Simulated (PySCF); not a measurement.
Species: C5H6FN.
SMILES: `FCc1ccc[nH]1`

A PySCF run (density fitting, gas phase, GFN2-xTB geometry) gave HOMO -6.36 eV, LUMO 0.30 eV, dipole 1.60 D and E = -348.104 Eh.

Question: Which of these levels was it?
A. KT3/pcSseg-1
B. PBE0/pcSseg-1
C. PBE0/def2-SVPD

Answer: C. It is PBE0/def2-SVPD. All candidates on this geometry:

```
                                               level and settings           kind  basis functions  SCF cycles     E (Eh)  HOMO (eV)  LUMO (eV)  dipole (D)
KT3/pcSseg-1, fitting basis def2-universal-jkfit, start guess sap            GGA              149          18  -353.8517      -5.28      -0.36        1.55
                                                   PBE0/def2-SVPD  global hybrid              191          14  -348.1040      -6.36       0.30        1.60
                                                    PBE0/pcSseg-1  global hybrid              149          14  -348.2975      -6.32       0.57        1.63
```

The nearest other candidate, by the summed differences of HOMO and LUMO, is PBE0/pcSseg-1: its HOMO differs by +0.04 eV and its LUMO by +0.27 eV. Cycle counts include a coarse-grid stage where the run had one. KT3 was designed for NMR shieldings or shifts; total energies of different functionals aren't comparable.

Shape of the structure used: `[F:1][CH2:2][c:3]1[cH:4][cH:5][cH:6][nH:7]1`: F1–C2–C3–C4 122°.
